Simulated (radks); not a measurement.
The numbers below are computed, except where a source is named.
Task: The mean radii <r> (bohr) of the occupied orbitals of an atom or ion are listed with their occupations. Code: a radial shooting solver on a logarithmic mesh with Libxc functionals. Model: scalar-relativistic Kohn-Sham, SCAN, spin-polarised, spherical densities, finite nucleus; meta-GGA in the generalised Kohn-Sham scheme; Fermi nuclear charge, rms radius of each element as measured or else 0.836 A^(1/3) + 0.57 fm.

| orbital | occ. | <r> |
|---|---|---|
| 1s up | 1 | 0.02001 |
| 1s down | 1 | 0.02001 |
| 2s up | 1 | 0.08414 |
| 2s down | 1 | 0.08410 |
| 2p up | 3 | 0.07468 |
| 2p down | 3 | 0.07464 |
| 3s up | 1 | 0.2066 |
| 3s down | 1 | 0.2068 |
| 3p up | 3 | 0.2028 |
| 3p down | 3 | 0.2031 |
| 3d up | 1 | 0.1797 |

Name the element and its charge. Open shells, if any, are filled with parallel spins first.

Result: Z = 69, thulium, charge +50: Tm50+ in [Ar] 3d1. The 1s radius gives Z: for a bare nucleus <r> = (2 gamma + 1)/(2Z) with gamma = sqrt(1 - (Z/c)^2), 0.01977 bohr for Z = 69, and screening makes it slightly larger (0.02001 here). The occupations add up to 19, and the charge is Z minus that.
